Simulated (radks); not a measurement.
Question: The mean radii <r> (bohr) of the occupied orbitals of an atom or ion are listed with their occupations. Method: Dirac Kohn-Sham, Slater X-alpha with alpha = 0.667, spin-unpolarised, spherical densities, finite nucleus; Fermi nuclear charge, rms radius of each element as measured or else 0.836 A^(1/3) + 0.57 fm; computed with a radial shooting solver on a logarithmic mesh with Libxc functionals.

| orbital | occ. | <r> |
|---|---|---|
| 1s1/2 | 2 | 0.02411 |
| 2s1/2 | 2 | 0.1027 |
| 2p1/2 | 2 | 0.08609 |
| 2p3/2 | 4 | 0.09240 |
| 3s1/2 | 2 | 0.2724 |
| 3p1/2 | 2 | 0.2620 |
| 3p3/2 | 4 | 0.2744 |
| 3d3/2 | 4 | 0.2455 |
| 3d5/2 | 6 | 0.2493 |
| 4s1/2 | 2 | 0.6202 |
| 4p1/2 | 2 | 0.6367 |
| 4p3/2 | 4 | 0.6642 |
| 4d3/2 | 4 | 0.7119 |
| 4d5/2 | 6 | 0.7215 |
| 5s1/2 | 2 | 1.429 |
| 5p1/2 | 2 | 1.568 |
| 5p3/2 | 4 | 1.635 |
| 4f5/2 | 1 | 0.9308 |

Name the element and its charge. Open shells, if any, fill j = l - 1/2 first.

Answer: Z = 59, praseodymium, charge +4: Pr4+ in [Xe] 4f1. The 1s radius gives Z: for a bare nucleus <r> = (2 gamma + 1)/(2Z) with gamma = sqrt(1 - (Z/c)^2), 0.02377 bohr for Z = 59, and screening makes it slightly larger (0.02411 here). The occupations add up to 55, and the charge is Z minus that.
